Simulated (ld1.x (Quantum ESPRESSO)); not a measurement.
# Varying the TM potential for Be (Z = 4)

Base potential:

beryllium, norm-conserving Troullier–Martins (Kleinman–Bylander form), made with ld1.x (Quantum ESPRESSO) 7.5 (PBE, scalar-relativistic). Core [He], reference 2s1 2p1. Waves: 2p (bound): rc 2.60 bohr; 2s (bound): rc 2.20 bohr. Local part: the s channel. Core correction: none.

All-electron outer shells of the reference configuration (PBE, scalar-relativistic, ld1.x):

```csv
shell,level (eV),outermost node (bohr),outermost maximum (bohr)
1s,-107.63,–,0.27
2s,-6.16,0.59,2.02
2p,-2.53,–,2.23
```

Cutoffs, loose and tight: the cutoffs (Ry, on a coarse ladder) from which the occupation-weighted sum of valence levels, in a spherical-Bessel basis at the reference potential, stays within 10 and 1 mRy of its value at 400 Ry. They do not see the model core or the augmentation charge, which bear on the density cutoff. Test errors are all-electron minus pseudo excitation energies from the reference, over the configurations 2s2 2p0; 2s1 2p0; 2s1.5 2p0; 2s0 2p1; 2s0 2p2. A dash means not determined; rows that change the core or the reference have their own tests.

A true bound ghost makes a file unfit for plane-wave use even where its test errors are small: the radial tests pick states by their node count and pass the ghost by.

| change | outcome | cutoff, loose | cutoff, tight | bound ghosts | largest test error (meV) |
| --- | --- | --- | --- | --- | --- |
| base | generated | 10 Ry | 15 Ry | none | +32 |
| wave 2p (bound): rc 2.60 bohr becomes 2p (bound): rc 2.38 bohr | generated | 10 Ry | 18 Ry | none | +30 |
| wave 2s (bound): rc 2.20 bohr becomes 2s (bound): rc 1.74 bohr | generated | 10 Ry | 18 Ry | none | +29 |
| all radii scaled by about 0.75 (s 1.64, p 1.94 bohr) | generated | 15 Ry | 25 Ry | none | +25 |
| core correction a·sin(br)/r model core inside 2.36 bohr | generated | 10 Ry | 15 Ry | none | +32 |
| reference 2s2 2p0 | generated | 8 Ry | 21 Ry | none | -33 |
| core none, valence charge 4; reference 1s2 2s2 2p0; waves now 1s (bound): rc 0.45 bohr; 2p (bound): rc 4.15 bohr; local potential all-electron potential smoothed inside 1.15 bohr (lloc = -1) | generated, misses its reference levels by 0.90 eV | over 300 Ry | over 300 Ry | p | -3538 |
| wave 2p (bound): rc 2.60 bohr becomes 2p (bound): rc 2.86 bohr | generated | 10 Ry | 15 Ry | none | +35 |
| all radii scaled by about 1.24 (s 2.74, p 3.22 bohr) | generated | 8 Ry | 12 Ry | none | +47 |

Q: What comes out with this change to the base: type PAW; waves now 2s (bound): rcut 1.90, rcutus 2.20 bohr; 2s channel at 0.25 Ry: rcut 1.90, rcutus 2.20 bohr; 2p (bound): rcut 2.25, rcutus 2.60 bohr; 2p channel at 4.25 Ry: rcut 2.25, rcutus 2.60 bohr; local potential all-electron potential smoothed inside 2.05 bohr (lloc = -2); core correction a·sin(br)/r model core, default radius (ld1.x builds one for every PAW set, though the input has nlcc=.false.); augmentation PSQ, inside the norm-conserving radii?

A: outcome: generated; cutoff, loose: 6 Ry; cutoff, tight: 10 Ry; bound ghosts: none; largest test error (meV): -14.
